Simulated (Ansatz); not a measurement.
Species: C$_{3}$H$_{8}$Si$_{2}$, SMILES `CC1=C[Si@@H]1[SiH3]` (charge 0, multiplicity 1).

Task: Give a relaxed geometry from B3LYP-D3(BJ)/def2-TZVP run with Ansatz (a first-principles code).

Result: the end point of this relaxation (outside a Z-matrix the atoms follow the SMILES, hydrogens last).
Z-matrix (Å, degrees):
```
C
C 1 1.3260
H 2 1.0824 1 136.15
C 1 1.4827 2 138.65 3 0.05
H 4 1.0925 1 110.40 2 -120.97
H 4 1.0927 5 106.68 1 119.96
H 4 1.0928 5 108.70 6 117.04
Si 2 1.8196 3 154.69 1 -179.16
H 8 1.4855 2 119.85 3 76.46
Si 8 2.3349 9 113.85 2 155.27
H 10 1.4829 8 109.00 9 177.51
H 10 1.4846 11 108.77 8 -121.63
H 10 1.4849 11 108.77 12 -117.08
```
